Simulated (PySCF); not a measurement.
Stationary points of LaCl₃

Level of theory: PySCF, B3LYP, basis La def2-SVP with ECP46, Cl def2-SVP (scalar-relativistic core potentials, no spin–orbit coupling, density fitting).

Relaxations began from a few typed shapes. The search is not exhaustive: other isomers or separated fragments can lie lower, and high-lying points may rest on an excited occupation.

| spin | group | bonds | angles | imaginary modes (cm⁻¹) | ΔE (kJ/mol) | ΔE with ZPE (kJ/mol) |
| --- | --- | --- | --- | --- | --- | --- |
| singlet | C3v | La–Cl 2.622 Å (×3) | Cl–La–Cl 118.5° (×3) | none | 0.0 | 0.0 |
| singlet | D3h | La–Cl 2.624 Å (×3) | Cl–La–Cl 120.0° (×3) | 18i | 0.1 | – |

The lowest minimum found is the singlet C3v: La–Cl 2.622 Å (×3); Cl–La–Cl 118.5° (×3).

Formally La is in oxidation state +3, with 0 electrons left for the f, d and s shells; the Mulliken f population is 0.13.

For the lowest minimum: stability towards spin polarisation was not tested.
